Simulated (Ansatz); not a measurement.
A made-up structure of CHBSe, singlet:

B1  (-0.309, 0.668, -0.367)
C2  (0.208, -0.450, 0.247)
Se3  (0.850, -1.837, 1.009)
H4  (0.409, -0.660, 1.267)
(Å)

It is relaxed with PBE-D4/def2-SVP and then PBE0-D4/def2-TZVP (Ansatz 0.2.0). Atoms count as bonded within 1.22 times the sum of their covalent radii (H–H: 0.88 Å). The end point is not checked to be a true minimum.

(1) Does its bonding change? (A judgement: the text doesn't fix the answer.)

Results:

(1) By the calculation: Yes. Formed: B1–Se3; broken: Se3–H4.

Where it ends: The first stage lowers the energy by 5.24 eV in 18 steps. It ends as CHBSe ([B]1[CH][Se]1):
```
4
angstrom
B -0.2856 -0.0726 -0.6216
C 0.3017 -0.3193 0.7923
Se 0.6074 -1.9555 0.2064
H 0.5342 0.0687 1.7786
```

Labels in which every atom is bracketed show which atoms are joined, not bond orders.

For scale, one of the runs: PBE0-D4/def2-TZVP relaxation, 116 basis functions, launched by `ansatz run in.yaml --threads 2 --pin off --events-out ev --progress --plain --max-ram 4352MiB`. The run took about 25 s on 2 CPU threads of an Arm Neoverse V1 (shared host).
